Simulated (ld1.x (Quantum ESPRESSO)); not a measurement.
**What the settings do to the RRKJ potential of beryllium**

Base potential:

| Property | Result |
| --- | --- |
| Element | Be |
| Generator | ld1.x (Quantum ESPRESSO) 7.5 |
| Type | norm-conserving RRKJ (Kleinman–Bylander form) |
| Functional | PBE |
| Relativity | scalar-relativistic |
| Frozen core | none |
| Valence charge | 4 |
| Reference configuration | 1s2 2s1 2p1 |
| Partial waves | 1s (bound): rc 0.30 bohr; 2p (bound): rc 4.20 bohr; 3d channel at 0.05 Ry: rc 4.10 bohr |
| Local potential | all-electron potential smoothed inside 2.55 bohr (lloc = -1) |
| Core correction | none |

Occupied shells without a wave of their own: 2s. They enter only through the test configuration that unscreens the potential.

Cutoffs, loose and tight: the cutoffs (Ry, on a coarse ladder) from which the occupation-weighted sum of valence levels, in a spherical-Bessel basis at the reference potential, stays within 10 and 1 mRy of its value at 400 Ry. They do not see the model core or the augmentation charge, which bear on the density cutoff. Test errors are all-electron minus pseudo excitation energies from the reference, over the configurations 1s2 2s2 2p0; 1s2 2s1 2p0; 1s2 2s0 2p0; 1s2 2s0 2p2; 1s2 2s1.5 2p0; 1s1 2s2 2p0; 1s2 2s0 2p1. A dash means not determined; rows that change the core or the reference have their own tests.

Cutoffs are not given where the Bessel-basis levels miss the radial ones by over 6 mRy, ghosts where they miss by over 20 mRy; a channel whose overlap is not positive is not tested.

```csv
change,outcome,"cutoff, loose","cutoff, tight",bound ghosts,largest test error (meV)
base,"generated, misses its reference levels by 1.27 eV",–,–,not determined,-3183
reference 1s2 2s2 2p0,"generated, misses its reference levels by 1.21 eV",–,–,not determined,+4552
wave 2p (bound): rc 4.20 bohr becomes 2p (bound): rc 4.94 bohr,"generated, misses its reference levels by 1.27 eV",–,–,not determined,-2846
wave 3d channel at 0.05 Ry: rc 4.10 bohr becomes 3d channel at 0.05 Ry: rc 5.90 bohr,"generated, misses its reference levels by 1.27 eV",–,–,not determined,-3183
local potential all-electron potential smoothed inside 1.68 bohr (lloc = -1),"generated, misses its reference levels by 0.59 eV",–,–,not determined,-1431
"core [He], valence charge 2; reference 2s2 2p0; waves now 2s (bound): rc 2.20 bohr; 3d channel at 0.05 Ry: rc 2.40 bohr; 2p (bound): rc 3.15 bohr; local potential the p channel; core correction a·sin(br)/r model core, default radius (core density twice the valence density)",generated,12 Ry,18 Ry,none,-67
local potential the p channel,"generated, misses its reference levels by 0.77 eV",–,–,not determined,-964
"all radii scaled by about 1.13 (s 0.34, p 4.76, d 4.66 bohr); local potential all-electron potential smoothed inside 2.90 bohr (lloc = -1)","generated, misses its reference levels by 1.63 eV",–,–,not determined,-3716
type TM; local potential all-electron potential smoothed inside 3.30 bohr (lloc = -2),"generated, misses its reference levels by 2.89 eV",–,–,not determined,-7044
non-relativistic,"generated, misses its reference levels by 1.27 eV",–,–,not determined,-3177
wave 3d channel at 0.05 Ry: rc 4.10 bohr becomes 3d channel at -0.1 Ry: rc 4.10 bohr,"generated, misses its reference levels by 1.27 eV",–,–,not determined,-3183
```

(1) What comes out with this change to the base: wave 1s (bound): rc 0.30 bohr becomes 1s (bound): rc 0.38 bohr?

## Answers

(1) outcome: generated, misses its reference levels by 1.27 eV; bound ghosts: none; largest test error (meV): -3126.
